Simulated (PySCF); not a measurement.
Compound: C₆H₄F₃OS (charge +1).
Numbering: `[CH3:1][O:2][c:3]1[c:4]([F:5])[cH:6][s+:7][c:8]([F:9])[c:10]1[F:11]`

Structure used (GFN2-xTB), in Å, numbered top down from 1:
```
atom  x, y, z in Å
C1     2.5233   -0.0525   -0.1389
O2     1.3106   -0.7352   -0.4355
C3     0.1239   -0.3042   -0.1545
C4    -0.9552   -1.1669   -0.5519
F5    -0.5938   -2.2882   -1.1530
C6    -2.2819   -0.9328   -0.3666
S7    -2.9483    0.4409    0.3807
C8    -1.5185    1.3075    0.7634
F9    -1.7184    2.4537    1.3703
C10   -0.2244    0.9105    0.4952
F11    0.7462    1.7391    0.8799
H12    2.5714    0.9146   -0.6431
H13    3.3100   -0.7044   -0.5158
H14    2.6473    0.0938    0.9358
H15   -2.9966   -1.6679   -0.7153
```

Probes without a nucleus sit at each ring's centroid and 1 Å off its mean plane on both sides; NICS is minus the shielding there, NICSzz its component along the normal. Level: GIAO PBE0/pcSseg-1 (PySCF, non-relativistic, gas phase) on the GFN2-xTB geometry, one conformer.

Ring bond lengths (Å), with Mayer bond orders in brackets: C3–C4 1.438 (1.14), C4–C6 1.360 (1.61), C6–S7 1.700 (1.18), S7–C8 1.715 (1.21), C8–C10 1.380 (1.37), C10–C3 1.421 (1.20).

Q: What do the NICS probes read (ppm)?

A: 
```tsv
ring	type	NICS(0)	NICS(1), two faces	NICS(1)zz, two faces	rms pucker (Å)	centre to ring atoms, mean (Å)
C3–C4–C6–S7–C8–C10	6-membered ring with S; formal bonds all aromatic	-10.8	-9.3 / -9.3	-17.5 / -17.5	0.00	1.49
```

Q: What do they say, and how far can they be read as aromaticity?

A: 
- C3–C4–C6–S7–C8–C10: mean NICS(1)zz -17.5 ppm, shielded.

Q: How equal are the bonds by HOMA? HOMA = 1 − mean of α(R − Ropt)² over the ring bonds, with Krygowski's 1993 parameters (CC: Ropt 1.388 Å, α 257.7 Å⁻²; CS: Ropt 1.677 Å, α 94.09 Å⁻²).

A: 
- C3–C4–C6–S7–C8–C10: HOMA 0.78; the largest term is that of C3–C4, α(R − Ropt)² = 0.63.

Q: At the first NICS(1) probe listed for ring C3–C4–C6–S7–C8–C10, 1 Å off the ring, what do the in-plane components average?

A: The isotropic value is a third of the trace: (3 × -9.3 − (-17.5))/2 = -5.2 ppm.

Q: What are the shieldings of the ring atoms and their hydrogens in the same run (means over atoms taken as equivalent)?

A: 
| atoms | environment | σ isotropic (ppm) |
| --- | --- | --- |
| C3 | aromatic carbon bearing oxygen | 17.5 |
| C4 | aromatic C–F carbon | 22.1 |
| C6 | aromatic CH next to a ring sulfur | 54.2 |
| S7 | ring sulfur | 269.8 |
| C8 | aromatic C–F carbon | 0.4 |
| C10 | aromatic C–F carbon | 30.1 |
| H15 | aromatic hydrogen | 23.14 |
